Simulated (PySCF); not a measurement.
## Radial density of Te (tellurium, neutral)

UHF, [Kr] 4d10 5s1 5p4 5d1, one real determinant (an excited configuration). All numbers are calculated (PySCF 2.14, a scalar-relativistic core potential, in aug-cc-pwCVDZ-PP with ECP28MDF). This is the valence pseudo-density: the core potential removes the inner electrons and smooths the orbitals near the nucleus.

```csv
r (bohr),4πr²ρ (e/bohr),4πr²(ρα − ρβ)
0.00207,1.740e-05,0.0000
0.00348,4.854e-05,0.0000
0.00586,0.0001322,0.0000
0.00986,0.0003370,0.0000
0.0166,0.0007340,0.0001
0.0279,0.001225,0.0001
0.0469,0.001724,0.0001
0.0789,0.002931,0.0001
0.133,0.01998,0.0003
0.223,0.2517,0.0030
0.375,3.977,0.0776
0.632,23.58,0.3461
1.06,15.34,0.0663
1.79,3.754,1.7332
3.01,1.726,1.0869
5.06,0.2974,0.2015
8.50,0.0009868,-0.0003
```

⟨L²⟩ = 8.01 against 12 for a pure F term, so this real determinant mixes terms. Energies and moments cover only the electrons outside the core potential. The outer electron is Rydberg-like, and this basis confines it to a smaller radius and binds it less than a complete one would.
